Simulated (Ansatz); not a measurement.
One change: `Cl[SiH]1CO1` becomes `Cl[SiH]1C[Te]1`.

Ansatz, PBE0-D4/def2-TZVP geometries, multiplicity 1. 

Elements past krypton have def2 core potentials.

| property | `Cl[SiH]1CO1` |
| --- | --- |
| HOMO–LUMO gap (PBE0/def2-TZVPP) / eV | 7.57 |
| size of the dipole moment (ωB97M-V/def2-TZVPP) / D | 1.77 |
| LUMO energy (B3LYP/def2-TZVPP) / eV | -0.55 |
| HOMO–LUMO gap (ωB97M-V/def2-TZVPP) / eV | 11.59 |
| size of the dipole moment (B3LYP/def2-TZVPP) / D | 1.75 |
| HOMO–LUMO gap (PBE/def2-TZVPP) / eV | 5.41 |

(1) Give the same properties after the change, and the shifts. (Estimate.)

Results:

(1) Ansatz gave: 
```tsv
property	`Cl[SiH]1C[Te]1`	shift
HOMO–LUMO gap (PBE0/def2-TZVPP) / eV	4.99	-2.58
size of the dipole moment (ωB97M-V/def2-TZVPP) / D	1.23	-0.54
LUMO energy (B3LYP/def2-TZVPP) / eV	-1.62	-1.07
HOMO–LUMO gap (ωB97M-V/def2-TZVPP) / eV	8.91	-2.68
size of the dipole moment (B3LYP/def2-TZVPP) / D	1.24	-0.51
HOMO–LUMO gap (PBE/def2-TZVPP) / eV	3.17	-2.24
```

With PBE0 the HOMO rises by 1.48 eV and the LUMO falls by 1.09 eV, so the gap narrows by about 2.57 eV. PBE moves the HOMO by 1.20 eV and ωB97M-V by 1.66 eV. Dipoles are sizes alone; their direction can turn.

B3LYP here is the variant with VWN-RPA as its local correlation; programs differ in this.

Spin–orbit coupling is left out; it splits and shifts lone-pair levels of the heavy atoms by tenths of an eV.
